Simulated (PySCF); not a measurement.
C7H10F6, SMILES CC(F)(F)CC(F)(F)CC(C)(F)F (GFN2-xTB optimised geometry):

```
23

C      1.088     2.284    -2.031
C     -0.255     2.395    -1.340
F     -1.250     1.995    -2.181
F     -0.535     3.713    -1.092
C     -0.402     1.657     0.000
C      0.108     0.216     0.000
F      1.472     0.216     0.000
F     -0.229    -0.416    -1.160
C     -0.434    -0.577     1.189
C      0.327    -1.874     1.502
C      0.635    -2.780     0.328
F      1.475    -1.569     2.171
F     -0.425    -2.557     2.422
H      1.237     1.268    -2.383
H      1.883     2.556    -1.343
H      1.098     2.959    -2.883
H     -1.461     1.667     0.263
H      0.158     2.215     0.753
H     -0.401     0.045     2.085
H     -1.472    -0.841     0.976
H      1.369    -2.308    -0.318
H     -0.273    -2.983    -0.233
H      1.044    -3.713     0.706
```

Level of theory: PySCF with PBE0/def2-SVP.

**Question.** What are the frontier orbital energies and the dipole moment?

**Answer.** HOMO-2 -10.10 eV, HOMO-1 -9.82 eV, HOMO -9.29 eV, LUMO 1.36 eV, LUMO+1 1.99 eV; dipole moment 0.07 D.

On the same geometry PBE/def2-SVP (PySCF 2.14.0) gives HOMO-2 -8.22 eV, HOMO-1 -7.93 eV, HOMO -7.48 eV, LUMO 0.50 eV, LUMO+1 1.01 eV; dipole moment 0.06 D.

Meta-Löwdin charges at PBE0/def2-SVP: C1 -0.33, C2 0.56, F3 -0.30, F4 -0.30, C5 -0.23, C6 0.55, F7 -0.29, F8 -0.29, C9 -0.23, C10 0.56, C11 -0.33, F12 -0.30, F13 -0.30, H14 0.13, H15 0.12, H16 0.12, H17 0.12, H18 0.13, H19 0.12, H20 0.13, H21 0.13, H22 0.12, H23 0.12.
